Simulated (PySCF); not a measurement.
The vertical singlet excitations below were computed for one of the candidates. The calculation used TDDFT PBE0/def2-SVPD, vertical, gas phase, core orbitals frozen in the response (PySCF 2.14.0, density-fitted response routines). Geometries: GFN2-xTB, one conformer each. Ions are computed without counter-ions or solvent.

```
state  E (eV)  λ (nm)       f
   S1    5.96   208.1   0.233
   S2    6.88   180.3  0.0008
   S3    7.30   169.9   0.129
   S4    7.72   160.7  0.0000
   S5    8.02   154.6  0.0058
   S6    8.15   152.2  0.0005
```

Triplets computed (Tamm–Dancoff): 4.34, 4.94 eV.

Orbital energies (eV): HOMO-3 -15.80, HOMO-2 -15.32, HOMO-1 -14.38, HOMO -11.72, LUMO -5.02, LUMO+1 -3.81, LUMO+2 -3.65.

Problem. Which structure fits? All have the formula [C5H9N2]+.
A. `Cc1c[nH+]c(C)[nH]1`
B. `CC[n+]1cc[nH]c1`
C. `Cc1[nH]cc[n+]1C`
D. `Cn1ccc[n+]1C`

Solution. A. Its S1, at 5.96 eV, is the lowest among the candidates; the nearest of the others has S1 at 6.28 eV. S1 is HOMO→LUMO (97%). Löwdin shares by element: HOMO carbon 66% or more, nitrogen 9% or more (atoms not listed hold the other 25%); LUMO carbon 40% or more, nitrogen 39% (atoms not listed hold the other 21%). At the same level the other candidates give, for their lowest levels:
- `Cn1ccc[n+]1C`: 6.28 eV (f 0.147); 7.03 eV (f 0.200); 8.04 eV (f 0.039); 8.41 eV (f 0.000); 8.52 eV (f 0.349); T1 4.65 eV; HOMO -12.63, LUMO -5.55 eV
- `Cc1[nH]cc[n+]1C`: 6.30 eV (f 0.196); 7.25 eV (f 0.009); 7.26 eV (f 0.037); 7.88 eV (f 0.007); 8.40 eV (f 0.439); T1 4.56 eV; HOMO -11.99, LUMO -4.95 eV
- `CC[n+]1cc[nH]c1`: 6.37 eV (f 0.117); 7.31 eV (f 0.002); 7.69 eV (f 0.001); 7.92 eV (f 0.007); 8.11 eV (f 0.507); T1 4.54 eV; HOMO -12.42, LUMO -5.30 eV
